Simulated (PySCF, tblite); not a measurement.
Compound: C3H5FO3S.
SMILES with atom numbers: `[O:1]=[S:2](=[O:3])([OH:4])[C@@H:5]1[CH2:6][C@H:7]1[F:8]` (hydrogens: H9 on O4; H10 on C5; H11, H12 on C6; H13 on C7)

Computed with GFN2-xTB (tblite), gas phase: Langevin dynamics at 300 K from the optimised GFN2-xTB geometry, time step 0.5 fs, friction 0.01 fs⁻¹, 2000 steps. Over the second half of the run the saved frames average 245 K.

Frame at 250 fs, instantaneous temperature 328 K:
```
atom  x, y, z in Å
O1      1.900    0.683   -0.729
S2      1.147   -0.435   -0.295
O3      1.542   -1.725   -0.699
O4      1.278   -0.361    1.306
C5     -0.621   -0.231   -0.669
C6     -1.431    0.707    0.201
C7     -1.696   -0.856    0.142
F8     -2.860   -1.140   -0.405
H9      1.759    0.473    1.494
H10    -0.775   -0.164   -1.772
H11    -2.227    1.252   -0.298
H12    -1.026    1.158    1.003
H13    -1.449   -1.506    1.030
```

Frame at 425 fs, instantaneous temperature 300 K:
```
atom  x, y, z in Å
O1      1.644    0.595   -0.374
S2      0.916   -0.542   -0.021
O3      1.295   -1.793   -0.524
O4      0.652   -0.665    1.601
C5     -0.862   -0.199   -0.448
C6     -1.865    0.289    0.555
C7     -1.898   -1.112    0.105
F8     -2.919   -1.611   -0.641
H9      1.231   -1.291    2.037
H10    -0.980    0.203   -1.436
H11    -2.651    0.923    0.180
H12    -1.540    0.557    1.591
H13    -1.508   -1.918    0.767
```

Frame at 625 fs, instantaneous temperature 210 K:
```
atom  x, y, z in Å
O1      1.453    0.559    0.035
S2      0.824   -0.735    0.005
O3      1.452   -1.822   -0.648
O4      0.498   -1.074    1.539
C5     -0.832   -0.569   -0.712
C6     -1.825    0.538   -0.256
C7     -2.030   -0.843    0.245
F8     -3.112   -1.532   -0.199
H9      0.809   -1.992    1.814
H10    -0.881   -1.058   -1.664
H11    -2.485    0.942   -1.005
H12    -1.494    1.226    0.466
H13    -1.815   -1.127    1.254
```

Frame at 800 fs, instantaneous temperature 285 K:
```
atom  x, y, z in Å
O1      1.149    0.591    0.047
S2      0.656   -0.740    0.037
O3      1.504   -1.696   -0.611
O4      0.269   -1.179    1.502
C5     -0.910   -0.838   -0.788
C6     -1.630    0.427   -1.120
C7     -2.120   -0.342   -0.006
F8     -3.358   -1.058   -0.139
H9      0.754   -1.931    1.861
H10    -0.861   -1.771   -1.280
H11    -2.172    0.420   -2.082
H12    -1.057    1.363   -0.987
H13    -2.078    0.105    0.958
```

Frame at 1000 fs, instantaneous temperature 360 K:
```
atom  x, y, z in Å
O1      0.843    0.474    0.011
S2      0.504   -0.933    0.076
O3      1.398   -1.908   -0.415
O4      0.218   -1.409    1.617
C5     -1.216   -1.352   -0.369
C6     -1.867   -0.428   -1.362
C7     -2.259   -0.438    0.102
F8     -3.393   -0.951    0.568
H9      0.934   -1.318    2.252
H10    -1.183   -2.431   -0.407
H11    -2.498   -0.885   -2.122
H12    -1.339    0.536   -1.648
H13    -2.002    0.365    0.757
```

Question: What do single points at PBE0/pcSseg-1 (PySCF, gas phase) give on these frames?

Answer: 
| t (fs) | GFN2-xTB E above start (eV) | DFT E above lowest frame (eV) | HOMO (eV) | LUMO (eV) | dipole (D) |
| --- | --- | --- | --- | --- | --- |
| 250 | 0.48 | 0.26 | -8.52 | 0.25 | 3.49 |
| 425 | 0.29 | 0.07 | -8.70 | 0.09 | 2.81 |
| 625 | 0.29 | 0.00 | -8.63 | 0.06 | 2.90 |
| 800 | 0.32 | 0.19 | -8.86 | 0.29 | 2.01 |
| 1000 | 0.33 | 0.09 | -8.71 | 0.25 | 1.45 |

The two levels order the frames alike by energy but for pairs within 0.08 eV at one level; measured from each level's lowest frame they differ by 0.16 eV at most. The HOMO–LUMO gap runs from 8.69 to 9.15 eV. These are instantaneous structures, not minima.

Question: And the isotropic GIAO shieldings (ppm) from the same runs?

Answer: 
```json
{"atom": "O1", "250 fs": "100.5", "425 fs": "95.4", "625 fs": "76.9", "800 fs": "108.4", "1000 fs": "97.6", "mean": "95.8", "range": "31.5"}
{"atom": "S2", "250 fs": "198.0", "425 fs": "210.6", "625 fs": "193.2", "800 fs": "195.4", "1000 fs": "169.7", "mean": "193.4", "range": "40.9"}
{"atom": "O3", "250 fs": "94.0", "425 fs": "104.5", "625 fs": "100.5", "800 fs": "93.5", "1000 fs": "95.9", "mean": "97.7", "range": "11.0"}
{"atom": "O4", "250 fs": "120.2", "425 fs": "137.1", "625 fs": "132.7", "800 fs": "146.8", "1000 fs": "128.0", "mean": "133.0", "range": "26.6"}
{"atom": "C5", "250 fs": "132.0", "425 fs": "137.3", "625 fs": "139.5", "800 fs": "144.4", "1000 fs": "134.7", "mean": "137.6", "range": "12.4"}
{"atom": "C6", "250 fs": "175.1", "425 fs": "167.3", "625 fs": "168.2", "800 fs": "166.0", "1000 fs": "173.1", "mean": "169.9", "range": "9.1"}
{"atom": "C7", "250 fs": "116.8", "425 fs": "111.2", "625 fs": "104.4", "800 fs": "103.8", "1000 fs": "115.5", "mean": "110.3", "range": "13.0"}
{"atom": "F8", "250 fs": "404.4", "425 fs": "406.5", "625 fs": "396.1", "800 fs": "371.7", "1000 fs": "420.6", "mean": "399.9", "range": "48.9"}
{"atom": "H9", "250 fs": "26.6", "425 fs": "27.3", "625 fs": "25.6", "800 fs": "26.3", "1000 fs": "26.8", "mean": "26.5", "range": "1.7"}
{"atom": "H10", "250 fs": "27.5", "425 fs": "28.9", "625 fs": "28.9", "800 fs": "28.5", "1000 fs": "27.7", "mean": "28.3", "range": "1.4"}
{"atom": "H11", "250 fs": "31.0", "425 fs": "30.2", "625 fs": "29.8", "800 fs": "29.0", "1000 fs": "29.6", "mean": "29.9", "range": "2.0"}
{"atom": "H12", "250 fs": "32.5", "425 fs": "28.8", "625 fs": "30.9", "800 fs": "29.1", "1000 fs": "29.0", "mean": "30.1", "range": "3.7"}
{"atom": "H13", "250 fs": "26.0", "425 fs": "26.3", "625 fs": "26.6", "800 fs": "26.7", "1000 fs": "27.1", "mean": "26.5", "range": "1.1"}
```

What follows is the cost of the whole dynamics run. Time: 17 s wall. Hardware: Arm Neoverse N1, one thread (shared host).
